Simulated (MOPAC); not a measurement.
Input file for MOPAC: PM6 on GaCl, 2S+1 = 1, a point of a bond scan (R = 2.116 Å).

```
PM6 1SCF PRECISE CHARGE=0 THREADS=1
ClGa

Cl     0.00000000 1     0.00000000 1     0.00000000 1
Ga     0.00000000 1     0.00000000 1     2.11615100 1
```

The log:

```
*******************************************************************************
 **                                                                           **
 **                              MOPAC v23.2.5                                **
 **                                                                           **
 *******************************************************************************
 ** MOPAC's Digital Object Identifier: https://doi.org/10.5281/zenodo.6511958 **
 **                                                                           **
 ** Please cite the open-source release paper for use of this MOPAC version:  **
 ** J. E. Moussa and J. J. P. Stewart (2026)                                  **
 ** MOPAC: An open-source semiempirical molecular orbital program             **
 ** J. Open Source Softw., 11(119), 8025, https://doi.org/10.21105/joss.08025 **
 *******************************************************************************

                              PM6 CALCULATION RESULTS

 *******************************************************************************
 *  PM6        - The PM6 Hamiltonian to be used
 *
 *
 *
 *                 CHARGE ON SYSTEM = 0
 *
 *
 *
 *  PRECISE    - TIGHTER CRITERIA TO BE USED
 *  1SCF       - DO 1 SCF AND THEN STOP
 *  THREADS=1  - MULTI-THREADING NOT USED
 *  T=         - A TIME OF 172800.0 SECONDS REQUESTED
 *  DUMP=N     - RESTART FILE WRITTEN EVERY 7200.0 SECONDS REQUESTED
 *******************************************************************************
PM6 1SCF PRECISE CHARGE=0 THREADS=1
 ClGa

   ATOM   CHEMICAL          X               Y               Z
  NUMBER   SYMBOL      (ANGSTROMS)     (ANGSTROMS)     (ANGSTROMS)

     1      Cl          0.00000000  *   0.00000000  *   0.00000000  *
     2      Ga          0.00000000  *   0.00000000  *   2.11615100  *



          CARTESIAN COORDINATES

    NO.       ATOM           X           Y           Z

     1        Cl          0.0000      0.0000      0.0000
     2        Ga          0.0000      0.0000      2.1162

 General Reference for PM6:
 "Optimization of Parameters for Semiempirical Methods V: Modification of NDDO Approximations
 and Application to 70 Elements", J. J. P. Stewart, J. Mol. Mod., 13, 1173-1213 (2007)
 URL: https://link.springer.com/article/10.1007/s00894-007-0233-4

           Empirical Formula: Cl Ga  =     2 atoms



      MOLECULAR POINT GROUP   :   C*v


      RHF CALCULATION, NO. OF DOUBLY OCCUPIED LEVELS = 5


 -------------------------------------------------------------------------------
 PM6 1SCF PRECISE CHARGE=0 THREADS=1
 ClGa



     1SCF WAS SPECIFIED, SO BFGS WAS NOT USED
     SCF FIELD WAS ACHIEVED


                              PM6 CALCULATION
                                                       MOPAC v23.2.5 Linux




          FINAL HEAT OF FORMATION =        -23.27134 KCAL/MOL =     -97.36730 KJ/MOL


          COSMO AREA              =         84.10 SQUARE ANGSTROMS
          COSMO VOLUME            =         68.07 CUBIC ANGSTROMS

          IONIZATION POTENTIAL    =         10.603577 EV
          HOMO LUMO ENERGIES (EV) =        -10.604 -0.326
          NO. OF FILLED LEVELS    =          5
          MOLECULAR WEIGHT        =        105.1880         POINT GROUP:  C*v

          MOLECULAR DIMENSIONS (Angstroms)

            Atom       Atom       Distance
           Ga     2   Cl     1     2.11615
           Ga     2   Cl     1     0.00000
           Cl     1   Ga     2     0.00000


          SCF CALCULATIONS        =          1





   ATOM   CHEMICAL          X               Y               Z
  NUMBER   SYMBOL      (ANGSTROMS)     (ANGSTROMS)     (ANGSTROMS)

     1      Cl          0.00000000  *   0.00000000  *   0.00000000  *
     2      Ga          0.00000000  *   0.00000000  *   2.11615100  *

                             CARTESIAN COORDINATES

   1   Cl        0.000000000     0.000000000     0.000000000
   2   Ga        0.000000000     0.000000000     2.116151000


           Empirical Formula: Cl Ga  =     2 atoms



      MOLECULAR POINT GROUP   :   C*v


                  EIGENVALUES
 -26.62352 -16.41885 -11.73525 -11.73525 -10.60358  -0.32579  -0.32579   0.85717
  90.53424  90.71233  90.71233  91.32960  91.32960


              NET ATOMIC CHARGES AND DIPOLE CONTRIBUTIONS

  ATOM NO.   TYPE          CHARGE      No. of ELECS.   s-Pop       p-Pop       d-Pop
    1         Cl          -0.325333        7.3253     1.99455     5.32870     0.00208
    2         Ga           0.325333        2.6747     1.94199     0.73267
 DIPOLE           X         Y         Z       TOTAL
 POINT-CHG.     0.000     0.000     3.307     3.307
 HYBRID         0.000     0.000    -1.702     1.702
 SUM            0.000     0.000     1.605     1.605


          ATOMIC ORBITAL ELECTRON POPULATIONS

     Atom    s        px        py        pz      x^2-y^2     xz        z^2       yz        xy
    1 Cl   1.99455   1.90209   1.90209   1.52453   0.00000   0.00016   0.00177   0.00016   0.00000
    2 Ga   1.94199   0.09776   0.09776   0.53716

 **********************
 *                    *
 * JOB ENDED NORMALLY *
 *                    *
 **********************




 == MOPAC DONE ==
```

The run finished.

Cost: very roughly 0.03 core-seconds.
